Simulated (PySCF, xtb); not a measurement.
C₂Ti, SMILES [C]1[C][Ti]1 (connectivity only; charge and spin as stated), neutral, multiplicity 3.

Harmonic wavenumbers (cm⁻¹) from GFN2-xTB run with xtb 6.7.1 at its own minimum, in rising order: 316, 540, 1605.

Q: What does PBE-D3(BJ)/def2-TZVP run with PySCF 2.14.0 give at its own minimum? (Estimate from the structure and the level; the computed values follow.)

A: 293, 570, 1578. Paired by order, the mean absolute difference is 27 cm⁻¹ and the zero-point energies are 3.5 and 3.5 kcal/mol.
